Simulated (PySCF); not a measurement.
Isomers of CH2N2Si. All species are isolated molecules in the gas phase. Strings in code marks are SMILES.

The four lowest singlet excitations (Tamm–Dancoff). Level of theory: CAM-B3LYP-D3(BJ)/def2-TZVP (PySCF 2.14.0). Excitations are Tamm–Dancoff values on a coarser integration grid. The basis has no diffuse functions, so Rydberg states are missing or too high.

| state | energy (eV) | wavelength (nm) | oscillator strength |
|---|---|---|---|
| S1 | 3.35 | 370 | 0.000 |
| S2 | 4.85 | 256 | 0.282 |
| S3 | 6.27 | 198 | 0.084 |
| S4 | 6.47 | 192 | 0.004 |

Task: Say which member gives these states.
(A) `[H]/N=[si]1/cn1`
(B) `N#CN=[SiH2]`
(C) `[H]/N=[SiH]/C#N`

Result: B, `N#CN=[SiH2]`
